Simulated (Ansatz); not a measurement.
Ansatz (a first-principles code) input:

Ansatz 0.2 input:
```yaml
crystal:
  periodic: [false, false, false]
  atoms:
    - {symbol: Si, position_ang: [-0.02311044, -0.07051509, 0.21210089]}
    - {symbol: C, position_ang: [1.78261183, 0.28534933, -0.34096062]}
    - {symbol: C, position_ang: [-0.65896458, -1.28954611, -1.13058385]}
    - {symbol: C, position_ang: [-0.94015369, 1.56407654, -0.21250634]}
    - {symbol: O, position_ang: [-0.18402601, -0.56150437, 1.68893744]}
    - {symbol: H, position_ang: [1.84838210, 0.62646792, -1.38110141]}
    - {symbol: H, position_ang: [2.39461966, -0.61710297, -0.24170990]}
    - {symbol: H, position_ang: [2.22983321, 1.05521769, 0.29631498]}
    - {symbol: H, position_ang: [-0.52666235, -0.90551225, -2.14920773]}
    - {symbol: H, position_ang: [-1.72412822, -1.49521481, -0.98242437]}
    - {symbol: H, position_ang: [-0.12849433, -2.24459277, -1.05770297]}
    - {symbol: H, position_ang: [-2.01470777, 1.45370590, -0.03368723]}
    - {symbol: H, position_ang: [-0.80018917, 1.87035034, -1.25614745]}
    - {symbol: H, position_ang: [-0.58386033, 2.37664859, 0.42905905]}
basis:
  gaussian:
    orbitals: def2-TZVPD
hamiltonian:
  xc: {name: BHLYP}
total_charge: -1
output: {forces: true}
```

Q: Which total energy does the run end on?

A: -484.52423 Eh (BHLYP/def2-TZVPD). The basis has 275 functions.

It need not be the lowest isomer of its formula. Whether it binds its extra electron was not tested at this geometry.
